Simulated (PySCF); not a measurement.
Compound: CdH2 (singlet state).
Z-matrix (Å and degrees, PBE0-D3(BJ)/def2-SVP geometry), rows numbered from 1:
```
Cd
H   1  1.6800
H   1  1.6799  2  180.00
```

Theory: PBE0-D3(BJ)/def2-SVP geometry optimisation, gas phase, def2 core potentials past Kr (PySCF).

Masses are those of the commonest isotopes; rigid-rotor values at the optimised geometry. 

(1) What are the moment of inertia and the rotational constant?

(2) List the first levels of a rigid rotor in a Σ state.

(3) Has it a pure rotational spectrum?

(4) Estimate the classical rotational partition function at 25 K, 200 K and 500 K.

## Answers

(1) I = 5.689 u·Å², B = 505379 MHz·u·Å²/I = 88841 MHz (2.9634 cm⁻¹, or 4.264 K as hB/k).

(2) E(J) = BJ(J+1): J = 1: 5.927, J = 2: 17.781, J = 3: 35.561, J = 4: 59.269, J = 5: 88.903, J = 6: 124.464 cm⁻¹.

(3) Not by electric dipole: D∞h allows no dipole (computed 0.00 D). Rotational Raman lines (ΔJ = 2) lie at B(4J + 6), spaced by 4B = 11.854 cm⁻¹, with nuclear-spin weights that differ between even and odd J.

(4) Point group D∞h, symmetry number σ = 2; q = kT/(σhB), k/h = 20836.6 MHz/K: 2.9 at 25 K, 23.5 at 200 K, 58.6 at 500 K.

No frequency check. Constants of a rigid frame at the computed geometry: no zero-point averaging, no centrifugal distortion.

The run took 2.9 s on Arm Neoverse V1, one thread, shared host with 32 logical CPUs at a one-minute load of 15, and the process peaked at 0.22 GiB of memory. This is the geometry optimisation.
